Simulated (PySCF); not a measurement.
C2H12N2Si2, SMILES C[Si@H](CN)N[SiH3].

Geometry optimised at B3LYP-D3(BJ)/def2-SVP. The structure was generated by enumeration; whether it is a known compound was not checked. The values are those of a single conformer.

Method: B3LYP-D3(BJ)/def2-SVP (PySCF).

Frequencies are harmonic and unscaled.

Computed vibrational spectrum:
| mode | ν (cm⁻¹) | IR (km/mol) | moving atoms (share of kinetic energy) |
|---|---|---|---|
| 1 | 36 | 1.3 | Si 31 %, H 27 %, N 27 %, C 15 % |
| 2 | 66 | 1.5 | H 94 % |
| 3 | 106 | 0.6 | N 36 %, H 33 %, C 23 %, Si 9 % |
| 4 | 129 | 1.5 | H 36 %, C 29 %, Si 24 %, N 10 % |
| 5 | 154 | 0.9 | H 39 %, N 31 %, Si 15 %, C 15 % |
| 6 | 161 | 0.8 | H 85 % |
| 7 | 223 | 19.0 | H 41 %, N 36 %, C 18 % |
| 8 | 272 | 34.1 | H 59 %, N 18 %, Si 16 % |
| 9 | 312 | 44.5 | H 48 %, Si 25 %, N 16 %, C 10 % |
| 10 | 345 | 6.3 | H 50 %, N 19 %, C 18 %, Si 13 % |
| 11 | 364 | 20.0 | H 65 %, N 18 %, Si 10 % |
| 12 | 574 | 2.0 | H 32 %, Si 28 %, N 20 %, C 19 % |
| 13 | 635 | 9.5 | H 61 %, C 19 %, Si 17 % |
| 14 | 665 | 0.3 | H 59 %, C 31 %, Si 9 % |
| 15 | 697 | 3.5 | H 81 %, Si 9 % |
| 16 | 711 | 4.0 | H 47 %, Si 27 %, C 23 % |
| 17 | 717 | 103.7 | H 71 %, Si 13 %, N 8 % |
| 18 | 776 | 32.1 | H 73 %, C 17 % |
| 19 | 807 | 172.5 | H 64 %, N 17 %, C 10 %, Si 9 % |
| 20 | 856 | 121.0 | H 58 %, N 16 %, Si 14 %, C 11 % |
| 21 | 891 | 102.0 | H 79 %, C 11 %, Si 8 % |
| 22 | 912 | 315.4 | H 65 %, Si 16 %, N 10 %, C 9 % |
| 23 | 931 | 120.4 | H 43 %, N 41 %, Si 15 % |
| 24 | 941 | 83.4 | H 91 % |
| 25 | 970 | 91.4 | H 94 % |
| 26 | 1010 | 130.4 | H 90 % |
| 27 | 1080 | 7.6 | H 50 %, N 28 %, C 21 % |
| 28 | 1107 | 3.2 | H 69 %, C 22 %, N 9 % |
| 29 | 1184 | 136.5 | H 68 %, N 29 % |
| 30 | 1252 | 11.5 | H 80 %, C 12 % |
| 31 | 1271 | 28.4 | H 78 %, C 22 % |
| 32 | 1340 | 2.9 | H 68 %, C 24 % |
| 33 | 1433 | 2.8 | H 96 % |
| 34 | 1436 | 1.7 | H 96 % |
| 35 | 1466 | 8.0 | H 92 % |
| 36 | 1632 | 15.3 | H 92 % |
| 37 | 2188 | 163.1 | H 96 % |
| 38 | 2202 | 166.6 | H 98 % |
| 39 | 2221 | 139.9 | H 97 % |
| 40 | 2227 | 78.9 | H 97 % |
| 41 | 2912 | 66.2 | H 93 % |
| 42 | 3026 | 2.7 | H 97 % |
| 43 | 3032 | 24.5 | H 92 % |
| 44 | 3113 | 9.4 | H 91 %, C 9 % |
| 45 | 3122 | 6.3 | H 91 %, C 9 % |
| 46 | 3485 | 4.4 | H 96 % |
| 47 | 3561 | 1.5 | H 92 %, N 8 % |
| 48 | 3586 | 37.9 | H 93 % |
